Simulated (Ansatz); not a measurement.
Compare A (`O[BH][Al]([SiH3])[SiH3]`) with its isomer B (`[AlH2][O]B[SiH2][SiH3]`).

Computed with Ansatz on PBE0-D4/def2-TZVP structures; ΔE is electronic, products minus reactants. CCSD(T)/CBS is the MP2 limit (def2-TZVPP, def2-QZVPP) plus CCSD(T) − MP2 in def2-TZVPP, frozen cores. Functionals use def2-TZVPP. B3LYP here is the variant with VWN-RPA as its local correlation; programs differ in this. Each species was taken in one conformer, which may not be the lowest.

Task: Which is lower in electronic energy at CCSD(T)/CBS, and by how much? (Best estimate.)

Result: The calculation gave: B, by 146.5 kJ/mol.

Task: Give E(B) − E(A) in kJ/mol with HF/def2-TZVPP, CCSD/def2-TZVPP, PBE-D4, r2SCAN-D4, B3LYP, PBE0-D4, ωB97M-V. (An estimate is asked.)

Result: The calculation gave: HF/def2-TZVPP -164.2, CCSD/def2-TZVPP -145.8, PBE-D4 -124.4, r2SCAN-D4 -146.4, B3LYP -148.3, PBE0-D4 -129.8, ωB97M-V -152.8. None reverses the order clearly.

Largest T1 diagnostic: 0.015.

The D4 term adds −4.6 kJ/mol with B3LYP and −2.3 kJ/mol with PBE0; it sums over pairs of atoms, weighted by their polarisabilities, and B3LYP, whose exchange is more repulsive, gets the larger term. In def2-TZVPP, CCSD(T) changes the Hartree–Fock value by +20.6 kJ/mol (the triples alone add +2.2 kJ/mol) and MP2 by +7.5 kJ/mol.
